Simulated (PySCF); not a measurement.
First SCF of a structure search on singlet SbN(OH)₂, at a hand-made T-shaped (ligand arrangement 1) (heavy-atom frame) geometry. PySCF input:

```python
from pyscf import gto, scf, dft
mol = gto.M(atom='''
Sb     0.000000     0.000000     0.000000
N      0.000000     0.000000     1.930000
O      2.028800     0.000000     0.070800
O     -2.028800     0.000000     0.070800
H      2.645500    -0.735400     0.092400
H     -2.645500     0.735400     0.092400''',
    basis={'Sb': 'def2-SVP', 'N': 'def2-SVP', 'O': 'def2-SVP', 'H': 'def2-SVP'},
    ecp={'Sb': 'def2-SVP'},
    charge=0, spin=0)
mf = dft.RKS(mol, xc='B3LYP')
mf.grids.atom_grid = (50, 194)
aux = {'Sb': 'def2-universal-JKFIT', 'N': 'def2-universal-JKFIT', 'O': 'def2-universal-JKFIT', 'H': 'def2-universal-JKFIT'}
mf = mf.density_fit(auxbasis=aux)
mf.conv_tol = 1e-08
mf.diis_space = 10
mf.max_cycle = 60
mf.init_guess = 'minao'
mf.verbose = 4
mf.kernel()
```

Excerpt of the output (cycles and frontier levels):

```
init E= -421.132519458512
  HOMO = -0.774266748783418  LUMO = -0.674868764141806  gap/eV = 2.70476
cycle= 1 E= -443.479669038716  delta_E= -22.3  |g|=  3.2  |ddm|= 10.3
  HOMO = 0.00197251613546736  LUMO = 0.0137538371750279  gap/eV = 0.32059
cycle= 2 E= -437.379370177671  delta_E=  6.1  |g|= 5.82  |ddm|= 9.21
  HOMO = -0.192963798645629  LUMO = -0.129515866958123  gap/eV = 1.72651
cycle= 3 E= -445.211816980374  delta_E= -7.83  |g|= 1.73  |ddm|= 5.64
  HOMO = -0.143848695156034  LUMO = -0.0495588214619289  gap/eV = 2.56576
cycle= 4 E= -444.939727191545  delta_E= 0.272  |g|= 1.86  |ddm|= 3.77
  HOMO = -0.246861187752828  LUMO = -0.214653468239426  gap/eV = 0.87642
cycle= 5 E= -445.330569124287  delta_E= -0.391  |g|=  1.8  |ddm|= 3.05
  HOMO = -0.232123851721968  LUMO = -0.222126315370447  gap/eV = 0.27205
cycle= 6 E= -446.282295446705  delta_E= -0.952  |g|= 0.428  |ddm|= 2.39
  HOMO = -0.225958271274443  LUMO = -0.197705400187676  gap/eV = 0.76880
cycle= 7 E= -446.334202406127  delta_E= -0.0519  |g|= 0.0932  |ddm|= 0.389
  HOMO = -0.241717956314734  LUMO = -0.193373037427705  gap/eV = 1.31553
cycle= 8 E= -446.335554528336  delta_E= -0.00135  |g|= 0.0519  |ddm|= 0.0942
  HOMO = -0.240071604476384  LUMO = -0.193401476016046  gap/eV = 1.26996
cycle= 9 E= -446.33642113257  delta_E= -0.000867  |g|= 0.0152  |ddm|= 0.055
  HOMO = -0.240068724959876  LUMO = -0.194562108492359  gap/eV = 1.23830
cycle= 10 E= -446.336488380594  delta_E= -6.72e-05  |g|= 0.00309  |ddm|= 0.0161
  HOMO = -0.240058273547799  LUMO = -0.194513671541824  gap/eV = 1.23933
cycle= 11 E= -446.336490890265  delta_E= -2.51e-06  |g|= 0.00133  |ddm|= 0.0025
  HOMO = -0.240073273639769  LUMO = -0.194461815674316  gap/eV = 1.24115
cycle= 12 E= -446.33649138573  delta_E= -4.95e-07  |g|= 0.000182  |ddm|= 0.00114
  HOMO = -0.240090496672163  LUMO = -0.19447834634315  gap/eV = 1.24117
cycle= 13 E= -446.33649139933  delta_E= -1.36e-08  |g|= 3.69e-05  |ddm|= 0.000335
  HOMO = -0.240091150917976  LUMO = -0.194476668817355  gap/eV = 1.24123
cycle= 14 E= -446.336491400775  delta_E= -1.44e-09  |g|= 1e-05  |ddm|= 0.000133
  HOMO = -0.240091872763255  LUMO = -0.19447679613765  gap/eV = 1.24125
Extra cycle  E= -446.336491400967  delta_E= -1.92e-10  |g|= 1.85e-05  |ddm|= 5.58e-05
converged SCF energy = -446.336491400967
```

No lower solution of this spin was found by a stability analysis within the restricted form, which does not test spin polarisation.

The search for the lowest solution, with the stability check, took 2.8 s on 2 threads of a shared Arm Neoverse V2 host, with 78 basis functions; the process peaked at 0.35 GiB. Launch command: `OMP_NUM_THREADS=2 python axn.py task.json out`.
